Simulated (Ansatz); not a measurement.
`FB(F)S` + `[NH2][Al]([SH])[SH]` → `NB(F)S` + `[F][Al]([SH])[SH]`  (redistribution)

Computed with Ansatz on PBE0-D4/def2-TZVP structures; ΔE is electronic, products minus reactants. CBS: MP2 limit from def2 TZ/QZ plus the TZ coupled-cluster correction, frozen cores. This one scheme is used for every species. Functionals use def2-TZVPP. B3LYP here is the variant with VWN-RPA as its local correlation; programs differ in this. Each species was taken in one conformer, which may not be the lowest.

`FB(F)S`:

Cartesian coordinates in Å:
```
F 0.150 -1.557 0.884
B 0.111 -0.522 0.070
F 0.490 -0.697 -1.181
S -0.453 1.068 0.699
H -0.298 1.707 -0.472
```

`[NH2][Al]([SH])[SH]`:

Cartesian coordinates in Å:
```
N 1.167 -0.152 0.980
Al -0.166 -0.155 -0.168
S -1.224 1.674 -0.721
S -0.784 -2.044 -1.067
H 1.524 0.657 1.459
H 1.679 -0.975 1.254
H -0.456 2.447 0.067
H -1.740 -1.453 -1.803
```

`NB(F)S`:

Cartesian coordinates in Å:
```
N -1.117 0.253 -0.333
B 0.154 0.103 0.220
F 0.480 0.812 1.308
S 1.377 -1.039 -0.509
H -1.433 -0.243 -1.145
H -1.793 0.881 0.066
H 2.332 -0.767 0.393
```

`[F][Al]([SH])[SH]`:

Cartesian coordinates in Å:
```
F 1.005 -0.513 -1.264
Al 0.028 -0.015 -0.036
S -2.011 0.568 -0.471
S 0.809 0.046 1.982
H -1.843 0.306 -1.780
H 2.012 -0.392 1.569
```

| level | ΔE (kJ/mol) |
| --- | --- |
| B3LYP | -64.2 |
| CCSD/CBS(def2) | -63.5 |

(1) What does CCSD(T)/CBS give? (Estimate.)

Largest T1 diagnostic among the species: 0.013.

Answers

(1) Computed: -63.0 kJ/mol. The listed levels differ from it by -1.2, -0.5 kJ/mol.
